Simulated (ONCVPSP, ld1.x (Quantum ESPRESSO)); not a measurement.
Potentials for Bi compared

Generated with ld1.x 7.5 (TM, RRKJ, ultrasoft, PAW), atompaw 4.2 or ONCVPSP 4.0.1. The cutoff is in Ry: for ld1.x and atompaw files where the sum of valence levels is converged to 10 mRy in a Bessel basis, for ONCV files where the hardest occupied wave has 1 mHa per electron of residual kinetic energy. The error is the largest all-electron minus pseudo excitation energy over each file’s own four to seven test configurations (ionisations up to +4, promotions, holes and added fractions of an electron), all of which were solved. The labels leave out finer settings (local radius, basis sizes, second energies), which also bear on the numbers. Spin-polarised tests are not counted. The rows are a selection from randomly drawn settings: files with unsolved tests, undetermined cutoffs or missed reference levels are left out.

A true bound ghost makes a file unfit for plane-wave use even where its test errors are small: the radial tests pick states by their node count and pass the ghost by.

| potential | cutoff (Ry) | largest error (meV) | bound ghosts |
| --- | --- | --- | --- |
| ONCV, PW91, fully relativistic, rc 1.95/2.40 (sp), local smoothed, core correction yes, reference 6s1.75 6p3.25, qcut 2.9/3.6, projectors 1/2 | 33 | +11 | none |
| ONCV, BLYP, scalar-relativistic, rc 1.70/1.30/1.30 (spd), local smoothed, core correction yes, reference 5p6 5d10 6s2 6p2.5, qcut 3.3/9/8.2, projectors 2/2/2 | 88 | -184 | s |
| RRKJ, PBE, scalar-relativistic, rc 1.35/2.00 (sp), local s, core correction no, reference 6s2 6p1 | 120 | +425 | none |
| PAW, LDA (PZ), scalar-relativistic, rc 1.80/2.00/1.05 (spd), local smoothed, core correction yes, reference 5d10 6s2 6p3 | 100 | -56 | none |
| ONCV, PBE, non-relativistic, rc 1.70/1.50/1.90 (spd), local smoothed, core correction yes, reference 5s2 5p6 5d10 6s2 6p3, qcut 6.6/8.5/7.6, projectors 2/2/2 | 57 | -7.2 | none |
| ONCV, PBE, scalar-relativistic, rc 1.85/2.40/1.10 (spd), local smoothed, core correction yes, reference 5d10 6s2 6p1, qcut 3.8/3.4/9, projectors 2/1/1 | 69 | -17 | s, p |
| RRKJ, PBE, scalar-relativistic, rc 1.75/1.80/1.40 (spd), local d, core correction yes, reference 6s1 6p4 | 40 | -623 | s, p, d |

(1) Fill in the row for Bi: ONCV, LDA (Perdew-Wang 92), scalar-relativistic, rc 1.45/1.40/1.70 (spd), local smoothed, core correction yes, reference 5s2 5p6 5d10 6s1.5 6p3.5, qcut 8.4/9.7/8.5, projectors 3/2/1.

(2) Fill in the row for Bi: ONCV, PBEsol, scalar-relativistic, rc 1.50/1.75/1.50 (spd), local d, core correction no, reference 5s2 5p6 5d10 6s2 6p3, qcut 9.4/7.9/12.6, projectors 3/2/0.

Results:

(1) cutoff 66 Ry, largest error -9.7 meV, bound ghosts: none.

(2) cutoff 61 Ry, largest error -24 meV, bound ghosts: none.
